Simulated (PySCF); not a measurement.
C2H8AlNO, SMILES C[O][Al]([CH3])[NH2].

Coordinates come from a PBE-D3(BJ)/def2-SVP optimisation. One conformer was computed; it need not be the lowest.

All values below come from PBE/def2-TZVP (PySCF).

Isolated molecule, no solvent.

| Item | Result |
|---|---|
| total energy | -453.21524 hartree |
| highest occupied level | -5.73 eV |
| lowest empty level | -0.67 eV |
| orbital gap | 5.06 eV |
| dipole moment | 0.295 e·Å |
| quadrupole, principal values (traceless, Buckingham form, about the centre of nuclear charge) | -1.48, -0.06, 1.54 D·Å |
| mean static polarisability | 64.6 bohr³ (9.57 Å³) |
| polarisability, principal values | 54.1, 65.6, 74.0 bohr³ |
